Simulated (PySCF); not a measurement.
Here is a computed PBE0-D3(BJ)/def2-SVP geometry (Å):
```
atom  x, y, z in Å
C1    -2.9697   -0.8492   -0.1728
C2    -2.1278    0.1792   -0.0156
C3    -2.6321    1.5732    0.2197
C4    -0.6323   -0.0307   -0.0719
C5     0.0434    0.1718    1.2887
C6     1.5389    0.1406    1.1946
C7     2.2280    0.2468    0.0488
C8     3.7222    0.1700   -0.0008
C9     1.5258    0.4416   -1.2691
C10    0.0660    0.8450   -1.1150
H11   -4.0537   -0.7101   -0.1279
H12   -2.6014   -1.8640   -0.3511
H13   -3.7291    1.5973    0.2770
H14   -2.3194    2.2531   -0.5897
H15   -2.2334    1.9966    1.1561
H16   -0.4617   -1.0825   -0.3623
H17   -0.3056   -0.6045    1.9906
H18   -0.2769    1.1321    1.7356
H19    2.0927    0.0151    2.1323
H20    4.0526   -0.6326   -0.6829
H21    4.1548    1.1073   -0.3914
H22    4.1572   -0.0229    0.9902
H23    1.6053   -0.4935   -1.8563
H24    2.0692    1.1988   -1.8613
H25   -0.4568    0.7755   -2.0824
H26    0.0142    1.9015   -0.7991
```

Neutral, closed shell.

Problem. Which heavy atoms are bonded, and with what formal order?

Solution. C1–C2 1.34 Å (double); C2–C3 1.50 Å (single); C2–C4 1.51 Å (single); C4–C5 1.53 Å (single); C5–C6 1.50 Å (single); C6–C7 1.34 Å (double); C7–C8 1.50 Å (single); C7–C9 1.51 Å (single); C9–C10 1.52 Å (single); C4–C10 1.53 Å (single). Bonds to hydrogen (Å): C1–H11 1.09; C1–H12 1.09; C3–H13 1.10; C3–H14 1.10; C3–H15 1.10; C4–H16 1.10; C5–H17 1.10; C5–H18 1.11; C6–H19 1.10; C8–H20 1.10; C8–H21 1.10; C8–H22 1.10; C9–H23 1.11; C9–H24 1.10; C10–H25 1.10; C10–H26 1.10.

Problem. Write the SMILES.

Solution. `C=C(C)[C@@H]1CC=C(C)CC1`, C10H16, limonene.

Problem. What is the point group of this geometry?

Solution. C1 (no symmetry element, even within 0.4 Å).

Problem. Which rings does it hold (smallest set)?

Solution. C4–C5–C6–C7–C9–C10 (6 members, 0.20 Å rms from planarity).

Problem. Describe the place of each heavy atom.

Solution. C1: terminal =CH2 carbon; C2: fully substituted alkene carbon; C3: allylic carbon; C4: allylic carbon; C5: allylic carbon; C6: alkene CH carbon; C7: fully substituted alkene carbon; C8: allylic carbon; C9: allylic carbon; C10: ring CH2 carbon.

Problem. What is the arrangement about C8?

Solution. It has 4 neighbours (C7, H20, H21, H22) and is tetrahedral (angles from 106.3° to 112.0°).

Problem. What is the arrangement about C6?

Solution. It has 3 neighbours (C5, C7, H19) and is planar (angles 124.4°, 118.7° and 116.9°, sum 360.0°, 0.00 Å off the plane of its three neighbours).
